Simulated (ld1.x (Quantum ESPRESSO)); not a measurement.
PBEsol TM semilocal dataset for Cl, scalar-relativistic all-electron reference.

Cl, norm-conserving Troullier–Martins (semilocal form), made with ld1.x (Quantum ESPRESSO) 7.5 (PBEsol, scalar-relativistic). Core [Ne], reference 3s1.75 3p5.25. Waves: 3p (bound): rc 1.25 bohr; 3s (bound): rc 1.25 bohr. Local part: the s channel. Core correction: a·sin(br)/r model core, default radius (core density twice the valence density).

Poles of the logarithmic derivatives, all-electron (AE) and pseudo (PS). s: poles at no energy (AE) and no energy (PS) Ry. p: poles at no energy (AE) and no energy (PS) Ry. Test radius 1.35 bohr.

* Cutoffs needed: 55 Ry and 80 Ry (the cutoffs (Ry, on a coarse ladder) from which the occupation-weighted sum of valence levels, in a spherical-Bessel basis at the reference potential, stays within 10 and 1 mRy of its value at 400 Ry)
* Ghost test: no extra level below or beside the all-electron valence levels (p, s tested); the semilocal form is local in each channel, so this says nothing of the separable form that plane-wave codes build from it (spherical-Bessel basis up to 400 Ry, 20 bohr box)
* Largest excitation error: +77 meV (all-electron minus pseudo) for 3s2 3p2, out of 7 test configurations
